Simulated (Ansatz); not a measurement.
Gas-phase electronic energies from Ansatz, PBE0-D4/def2-TZVP geometries. CBS: MP2 limit from def2 TZ/QZ plus the TZ coupled-cluster correction, frozen cores. This one scheme is used for every species. DFT in def2-TZVPP. For Ge outer-core shells are correlated without core-valence functions, which leaves a few kJ/mol of doubt a bond. Scalar relativity is left out up to krypton. Each species was taken in one conformer, which may not be the lowest.

`S/C=[N]/[GeH2][Cl]` + `C#C` → `C#[C][GeH2][Cl]` + `N=CS`  (formal exchange of groups at a Ge–N bond)

```csv
level,ΔE (eV)
r2SCAN,-0.03
SCS-MP2/def2-QZVPP,-0.04
```

Problem. What does CCSD(T)/CBS give? (An estimate is asked.)

Solution. Computed: -0.03 eV. The listed levels differ from it by 0.00, -0.01 eV.

Largest T1 diagnostic among the species: 0.014.

The D4 term adds +0.04 eV with B3LYP and +0.03 eV with PBE0; it sums over pairs of atoms, weighted by their polarisabilities, and B3LYP, whose exchange is more repulsive, gets the larger term.

B3LYP here is the variant with VWN-RPA as its local correlation; programs differ in this.
